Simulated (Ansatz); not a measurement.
System: trihydroxy(propyl)silane, C$_{3}$H$_{10}$O$_{3}$Si, net charge 0, singlet state. 
Coordinates optimised at B3LYP-D3(BJ)/def2-TZVP (Ansatz, a program for electronic structure):
```xyz
17

C     -3.1759    -0.9696     0.2614
C     -1.6675    -1.0150     0.0314
C     -0.9930     0.3533     0.2058
Si     0.8463     0.3475    -0.0398
O      1.5187     1.8359     0.1403
O      1.4435    -0.6677     1.1060
O      1.2773    -0.1079    -1.5696
H     -3.4036    -0.6286     1.2740
H     -3.6316    -1.9531     0.1286
H     -3.6573    -0.2793    -0.4355
H     -1.2143    -1.7329     0.7201
H     -1.4727    -1.3939    -0.9778
H     -1.4289     1.0753    -0.4930
H     -1.1984     0.7411     1.2091
H      1.8260     2.2706    -0.6591
H      2.3936    -0.6685     1.2495
H      1.0410    -0.9905    -1.8638
```
Charge 0, spin multiplicity 1.

Basis-set convergence of Hartree-Fock and CCSD(T) correlation energies (hartree) with Ansatz. Correlated levels leave the core frozen unless marked. No spin-orbit coupling. No relativistic terms.

```json
[
 {"basis": "aug-cc-pV(D+d)Z", "functions": "260", "E(HF)": "-633.18188", "E(corr, CCSD(T))": "-1.25129"},
 {"basis": "aug-cc-pV(T+d)Z", "functions": "561", "E(HF)": "(withheld)", "E(corr, CCSD(T))": "(withheld)"}
]
```

Complete the blanks.


- aug-cc-pV(T+d)Z, E(HF): -633.29404
- aug-cc-pV(T+d)Z, E(corr, CCSD(T)): -1.49616
